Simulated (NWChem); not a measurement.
O=C1OC(=CF)O1 (C$_{3}$HFO$_{3}$), optimised at PBE0/def2-SVP with NWChem:

| Property | Result |
|---|---|
| highest occupied level (eV) | -7.70 |
| orbital gap (eV) | 7.20 |
| dipole (D) | 2.39 |
| highest harmonic frequency (cm⁻¹) | 3262 |
| zero-point energy (kcal/mol) | 27.0 |

Question: One F atom is replaced by H, giving O=C1OC(O1)=C (C3H2O3), optimised at the same level. How do these values move?

Answer: 
| quantity | new value | change |
|---|---|---|
| highest occupied level (eV) | -7.94 | -0.24 |
| orbital gap (eV) | 7.47 | +0.27 |
| dipole (D) | 2.82 | +0.43 |
| highest harmonic frequency (cm⁻¹) | 3335 | +73 |
| zero-point energy (kcal/mol) | 31.4 | +4.4 |
